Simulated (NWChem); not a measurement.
System: CoBrF, quartet; SMILES [F][Co][Br]

The following NWChem deck was run.

```
start job
memory heap 200 mb stack 900 mb global 1100 mb
geometry units angstroms
  Co     0.664620     0.217769    -0.523849
  F      1.907720     0.625469    -1.503949
  Br    -0.943780    -0.309331     0.743951
end
basis spherical
  * library def2-svp
end
dft
  odft
  mult 4
  xc pbe0
  iterations 150
end
driver
  maxiter 120
end
task dft optimize
task dft freq
```

This build's default masses of Se (78.918 u) and Br (79.917 u) are each other's, which moves their modes by up to 0.6 %. This spin state was assumed; another may lie lower.

The level has its own optimisation; frequencies are unscaled.

Question: Predict the main results of this run. (PBE0/def2-SVP, spin-unrestricted.) Quantities: r Co–F (Å); r Br–Co (Å); highest harmonic frequency (cm⁻¹); lowest (cm⁻¹); zero-point energy (kcal/mol); dipole (D).

Answer: 
* **r Co–F (Å)**: 1.709
* **r Br–Co (Å)**: 2.253
* **highest harmonic frequency (cm⁻¹)**: 728
* **lowest (cm⁻¹)**: 97
* **zero-point energy (kcal/mol)**: 1.7
* **dipole (D)**: 0.30
